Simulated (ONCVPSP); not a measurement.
**Reading a pseudo-wave (La (Z = 57))**

Columns: radius, all-electron u(r) and pseudo u(r) of the 5d shell (level -3.97 eV) of lanthanum in the configuration [Kr] 4d10 5s2 5p6 5d1 6s1 6p1; PBEsol, scalar-relativistic, ONCV scheme, ONCVPSP 4.0.1.

```
r (bohr)  all-electron  pseudo
   0.192        0.1709  0.0022
   0.385       -0.1393  0.0172
   0.578       -0.2849  0.0544
   0.770       -0.1835  0.1170
   0.962        0.0134  0.2020
   1.155        0.2123  0.3013
   1.348        0.3753  0.4028
   1.540        0.4934  0.4939
   1.732        0.5706  0.5661
   1.925        0.6143  0.6143
   2.118        0.6319  0.6375
   2.310        0.6306  0.6390
   2.502        0.6163  0.6242
   2.695        0.5934  0.5987
   2.888        0.5652  0.5679
   3.080        0.5345  0.5354
   3.272        0.5027  0.5028
   3.465        0.4707  0.4707
   3.658        0.4393  0.4393
   3.850        0.4091  0.4091
   4.043        0.3799  0.3799
   4.235        0.3521  0.3521
   4.428        0.3256  0.3256
   4.620        0.3006  0.3006
   4.812        0.2771  0.2771
   5.005        0.2550  0.2550
```

How many radial nodes do the two functions have?

The all-electron 5d function has n − l − 1 = 2; the pseudo-wave has 0, since the states of the same l below it are removed with the core.

At about which radius was the pseudo-wave matched?

3.60 bohr. The columns agree to 0.0005 from 3.27 bohr on; several derivatives are matched, so the curves merge somewhat inside the radius.

Where does each function peak?

Outermost all-electron maximum near 2.12 bohr, pseudo maximum near 2.31 bohr (to the table’s step).

Is the pseudo-wave norm-conserving?

Yes: the ONCV scheme keeps the norm inside the radius equal to the all-electron one, which fixes the energy derivative of the logarithmic derivative at the level.
